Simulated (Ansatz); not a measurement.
The pair A = HF (SMILES F) (first 2 atoms), B = C2H3F (SMILES C=CF); geometry from B3LYP-D3(BJ)/def2-TZVP.
(charge 0, multiplicity 1):
```xyz
8

F     -0.100    -0.055    -0.307
H      0.020     0.443     0.472
C     -0.250    -1.190     2.874
C      0.014     0.064     3.163
F      0.176     1.007     2.185
H     -0.351    -1.535     1.855
H     -0.369    -1.897     3.682
H      0.134     0.507     4.141
```

Frozen-core correlation. MP2 and its Hartree–Fock in aug-cc-pVQZ, aug-cc-pVTZ are density fitted.

Programs: Ansatz (a first-principles code) with Gaussian orbitals. 

The counterpoise-corrected interaction energy is E(AB) − E(A in the pair's basis) − E(B in the pair's basis). Total energies (hartree):

| level | AB | A in the pair's basis | B in the pair's basis |
|---|---|---|---|
| HF/aug-cc-pVTZ | -277.0212641 | -100.0602895 | -176.9554642 |
| MP2/aug-cc-pVTZ | -277.8913445 | -100.3412030 | -177.5429961 |
| HF/aug-cc-pVQZ | -277.0402979 | -100.0676532 | -176.9670192 |
| MP2/aug-cc-pVQZ | -277.9700906 | -100.3697255 | -177.5928337 |
| MP2/aug-cc-pVDZ | -277.6510570 | -100.2565572 | -177.3880243 |
| CCSD(T)/aug-cc-pVDZ | -277.7008309 | -100.2645062 | -177.4296067 |

Task: Work out the counterpoise-corrected interaction energy at the basis-set limit: extrapolate the MP2 correlation part as X⁻³, take Hartree–Fock from the larger set, and add the CCSD(T) − MP2 difference of aug-cc-pVDZ.

Result: 
1. Differences (1 hartree = 627.509 kcal/mol): HF/aug-cc-pVTZ -3.458; MP2/aug-cc-pVTZ -4.484; HF/aug-cc-pVQZ -3.530; MP2/aug-cc-pVQZ -4.726; MP2/aug-cc-pVDZ -4.063; CCSD(T)/aug-cc-pVDZ -4.216.
2. Correlation parts, MP2 less HF: -1.026 in aug-cc-pVTZ (X = 3), -1.196 in aug-cc-pVQZ (X = 4).
3. Limit (4³·(-1.196) − 3³·(-1.026))/(4³ − 3³) = -1.320; with HF/aug-cc-pVQZ it gives -4.850.
4. CCSD(T) less MP2 in aug-cc-pVDZ: -0.152.
Result: -5.00 kcal/mol, against -4.48 at MP2/aug-cc-pVTZ. It is an estimate of this method's limit, not of the exact value.
